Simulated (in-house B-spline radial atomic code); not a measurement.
Results of a calculation; reference values are marked as such.
## Correlation energy from the adiabatic connection: ω²r²/2 − Z/r, ω = 0.0153, Z = 1.5

Two electrons in a singlet, external potential ω²r²/2 − Z/r, ω = 0.0153, Z = 1.5 (atomic units). Full CI in B-splines (partial waves to l = 8, correlation up to 0.6 % small) with the density held fixed gives W(λ) = <V_ee>_λ − U, and E_c is the integral of W(λ) − W(0) from 0 to 1.

```json
{"λ": "0", "W(λ) − W(0) (hartree)": "0.00000"}
{"λ": "0.02", "W(λ) − W(0) (hartree)": "-0.00198"}
{"λ": "0.05", "W(λ) − W(0) (hartree)": "-0.00490"}
{"λ": "0.12", "W(λ) − W(0) (hartree)": "-0.01150"}
{"λ": "0.25", "W(λ) − W(0) (hartree)": "-0.02300"}
{"λ": "0.4", "W(λ) − W(0) (hartree)": "-0.03517"}
{"λ": "0.6", "W(λ) − W(0) (hartree)": "-0.04979"}
{"λ": "0.8", "W(λ) − W(0) (hartree)": "-0.06283"}
{"λ": "1", "W(λ) − W(0) (hartree)": "-0.07451"}
```

Problem. Integrate the table by the trapezoid rule.

Solution. The strips give -0.00002, -0.00010, -0.00057, -0.00224, -0.00436, -0.00850, -0.01126, -0.01373, which sum to -0.04079 hartree. The direct value, W(1) − W(0) + T_c with T_c = 0.03362, is -0.04089; the curve is convex, so chords lie above it and the trapezoids fall short in size by 0.25 %.

Problem. Now use only three numbers: W(0) = -0.71011, the initial slope W'(0) = -0.09966 (extrapolated from the first points) and the strong-coupling limit of the point-charge-plus-continuum model, W∞ = -1.0171. What do second-order theory and the interpolation W(λ) = W∞ + (W(0) − W∞)/√(1 + 2χλ) of Seidl, Perdew and Levy give?

Solution. Second order keeps the slope alone: E_c = W'(0)/2 = -0.04983, +22 % in size against -0.04089. Matching the slope fixes χ = W'(0)/(W∞ − W(0)) = -0.09966/(-0.30699) = 0.32464. Integrating, with s = √(1 + 2χ) = 1.284240, E_c = −(W(0) − W∞)(s − 1)/(s + 1) = −0.30699 × 0.284240/2.284240 = -0.03820 hartree, -6.6 % in size against the full result. At λ = 1 the formula gives W − W(0) = -0.06795 against -0.07451. Part of the miss can come from the model's W∞.
